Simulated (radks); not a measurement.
Problem. These are the eigenvalues of the occupied orbitals of an atom or ion with whole-number occupations (eV). Method: scalar-relativistic Kohn-Sham, BLYP, spin-unpolarised, spherical densities, point nucleus; computed with a radial shooting solver on a logarithmic mesh with Libxc functionals.

1s: -9920.952
2s: -1992.494
2p: -1871.321

Which element is it, and in what charge state? The configuration may be excited.

Solution. Z = 29, copper, charge +21: Cu21+ in [He] 2s2 2p4. The list shows which subshells hold electrons but not how many an open one holds; the 1s level, -364.59 hartree, gives Z - s = 27.0 by -(Z - s)^2/2, which with screening and relativity narrows Z to a few neighbours, and the depths of the outer levels then fix element, charge and occupations together.
